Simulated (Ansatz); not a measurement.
`CB(Cl)[SiH2]O`. Total charge 0; spin multiplicity 1.

Z-matrix (Å, degrees):
```
C
B 1 1.552
H 1 1.091 2 114.4
H 1 1.101 2 106.7 3 118.3
H 1 1.093 2 112.2 3 -126.5
Cl 2 1.761 1 119.4 3 -20.2
Si 2 2.024 1 126.0 3 161.7
O 7 1.657 2 114.2 1 -4.6
H 7 1.495 2 108.5 1 119.5
H 7 1.486 2 109.4 1 -122.4
H 8 0.957 7 117.6 2 71.0
```

Give the diagnostics of a CCSD(T)/def2-TZVPP run (frozen core, Ansatz 0.2.0). (An estimate is asked.)

The calculation gave: T1 = 0.0120, largest single amplitude 0.028, largest double 0.025, (T) share of the correlation energy 3.7 %, 10 CCSD cycles. The RHF solution is stable towards an unrestricted one. T1 lies under the customary mark of 0.02 for closed shells.
